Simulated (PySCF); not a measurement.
IrH₃: fields on a plane

Computed with r2SCAN in PySCF with Ir def2-TZVP with ECP60, H def2-TZVP; scalar-relativistic core potentials, no spin–orbit coupling; density-fitted integrals.

The singlet minimum has Ir–H 1.533 Å (×3); H–Ir–H 90.5° (×3).

The plane holds Ir1 at (0.00, 0.00), H2 at (1.53, 0.00), H3 at (-0.01, 1.53) Å. Columns run from x = -1.95 to 3.75 Å, rows from y = 3.75 (top) to -1.95 Å, in steps of 0.3 Å. Other isomers or separated fragments may lie lower. Core electrons replaced by a potential are absent, the electrostatic potential uses the reduced nuclear charge, and values within about 0.7 Å of such atoms have no physical meaning.

Q: Give the electron density (e/Å³) (cut at 5 e/Å³). Lower edges of the bins (e/Å³): '0' 0.000, '1' 0.030, '2' 0.076, '3' 0.151, '4' 0.268, '5' 0.455, '6' 0.750, '7' 1.218, '8' 1.960, '9' 3.136; top 5.00.

A: 
```
00000000000000000000
00000000000000000000
00000000000000000000
00000000000000000000
00000011000000000000
00001122110000000000
00012344321000000000
00013576431000000000
00123577532100000000
00124566543211000000
00135788754332100000
00247999975543100000
00148944986774210000
00248944986774210000
00247999975553100000
00135788754332100000
00123444432211000000
00011221211100000000
00000000000000000000
00000000000000000000
```

Q: Give the electron localisation function (set to 0 where the density is under 0.005 e/Å³). Lower edges of the bins: '0' 0.000, '1' 0.100, '2' 0.200, '3' 0.300, '4' 0.400, '5' 0.499, '6' 0.599, '7' 0.699, '8' 0.799, '9' 0.899; top 1.00.

A: 
```
00000000000000000000
00000000000000000000
00000000000000000000
00005788740000000000
00048999973000000000
00269999984100000000
00379999985100000000
01268999984100000000
01247999863111100000
00234566432345530000
00123433433688874000
00014777744999997000
00004700736999998000
00004700736999998000
00015777745999997000
00134544434789984000
00123200123466640000
00121000011222200000
00000000000110000000
00000000000000000000
```

Spin–orbit coupling, left out here, can matter for elements this heavy.
